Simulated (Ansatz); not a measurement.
`ClBB[SeH]` + H₂ → `B[SeH]` + `BCl`  (hydrogenolysis of a B–B bond)

Gas-phase electronic energies from Ansatz, PBE0-D4/def2-TZVP geometries. CCSD(T)/CBS adds triple-zeta CCSD(T) − MP2 to the extrapolated MP2 energy (def2 sets, frozen cores). This one scheme is used for every species. Functionals use def2-TZVPP. B3LYP here is the variant with VWN-RPA as its local correlation; programs differ in this. For Se outer-core shells are correlated without core-valence functions, which leaves a few kJ/mol of doubt a bond. Scalar relativity is left out up to krypton. Each species was taken in one conformer, which may not be the lowest.

`ClBB[SeH]`:

```xyz
7

Cl   -1.799    0.825    1.692
B    -1.292    0.208    0.136
B     0.261   -0.362   -0.058
Se    1.673    0.816   -0.558
H    -2.129    0.207   -0.718
H     0.530   -1.515    0.099
H     2.756   -0.177   -0.591
```

H₂:

Z-matrix (Å, degrees):
```
H
H 1 0.746
```

`B[SeH]`:

Cartesian coordinates in Å:
```
B 0.192 -0.053 0.606
Se 0.282 0.649 -1.156
H -0.633 -0.855 0.905
H 1.007 0.361 1.369
H -0.848 -0.101 -1.724
```

`BCl`:

```xyz
4

B    -0.048    0.035    0.141
Cl    0.492   -0.367   -1.456
H     0.762    0.076    1.013
H    -1.206    0.255    0.303
```

```csv
level,ΔE (kJ/mol),difference from CCSD(T)/CBS
revPBE-D4,-11.9,15.7
r2SCAN-D4,-20.7,6.9
B97M-V,-21.8,5.8
PBE0-D4,-21.8,5.8
BHLYP-D4,-33.8,-6.2
CAM-B3LYP-D4,-31.7,-4.1
ωB97X-V,-29.7,-2.1
PBE-QIDH,-29.5,-1.9
PBE0,-27.1,0.5
B3LYP,-35.7,-8.1
r2SCANh,-24.5,3.1
CAM-B3LYP,-37.4,-9.8
RPA@PBE/def2-TZVPP,-34.2,-6.6
CCSD(T)/def2-SVP,-36.0,-8.4
MP2/def2-TZVPP,-29.0,-1.4
MP2/CBS(def2),-26.3,1.3
CCSD(T)/CBS,-27.6,0
```

Q: What do rigid-rotor, harmonic-oscillator terms from PBE0-D4/def2-TZVP frequencies (298.15 K, 1 bar) make of the CCSD(T)/CBS value? (Best estimate.)

A: The calculation gave: ΔZPE = +13.8 kJ/mol, ΔH = -18.4 kJ/mol, ΔS = 28 J/(mol·K), ΔG = -26.8 kJ/mol.

Largest T1 diagnostic among the species: 0.014.

At CCSD(T), def2-SVP lies −8.4 kJ/mol from the extrapolated value and def2-TZVPP −2.7 kJ/mol. Leaving LDA and LC-ωPBE aside and taking each functional with its dispersion term where it has one, the values, not all of them listed here, spread over 22.1 kJ/mol, from B2PLYP to revPBE-D4. LDA lies +6.5 kJ/mol from PBE without D4.
